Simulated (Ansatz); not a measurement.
Cu4O⁺. Charge 1, multiplicity 2. Geometry B3LYP-D4/def2-SVP.

```xyz
5

O    -1.022    0.248    0.355
Cu    1.706   -0.771   -1.465
Cu    0.131    0.968   -0.932
Cu   -0.714    0.901    2.027
Cu   -0.101   -1.346    0.015
```

No other spin state of charge 1 was run. Another isomer (doublet) lies 0.08 eV lower at PBE0-D4/def2-TZVP; other spin states weren't run for this one.

(1) Estimate the α-spin orbital energies around the gap (eV) in Ansatz with LDA (SPW92)/def2-TZVP, PBE-D4/def2-TZVP, r2SCAN-D4/def2-TZVP, PBE0-D4/def2-TZVP, ωB97X-V/def2-TZVP.

## Answers

(1) 
```csv
orbital,LDA (SPW92)/def2-TZVP,PBE-D4/def2-TZVP,r2SCAN-D4/def2-TZVP,PBE0-D4/def2-TZVP,ωB97X-V/def2-TZVP
HOMO−5,-10.82,-10.46,-10.49,-12.28,-14.76
HOMO−4,-10.82,-10.46,-10.48,-12.17,-14.60
HOMO−3,-10.74,-10.39,-10.42,-12.00,-14.29
HOMO−2,-10.44,-10.09,-10.07,-11.39,-13.65
HOMO−1,-10.37,-10.03,-10.02,-11.36,-13.63
HOMO,-9.81,-9.52,-9.54,-10.36,-12.21
LUMO,-8.19,-7.89,-7.51,-6.73,-4.79
LUMO+1,-8.01,-7.72,-7.50,-6.60,-4.47
LUMO+2,-6.94,-6.65,-6.26,-5.48,-3.46
LUMO+3,-5.40,-5.10,-4.85,-4.07,-2.12
LUMO+4,-5.16,-4.93,-4.54,-3.93,-2.01
LUMO+5,-4.45,-4.19,-3.84,-3.11,-1.16
β HOMO,-10.22,-9.89,-9.83,-10.99,-13.25
β LUMO,-9.40,-8.99,-8.68,-7.84,-5.83
```
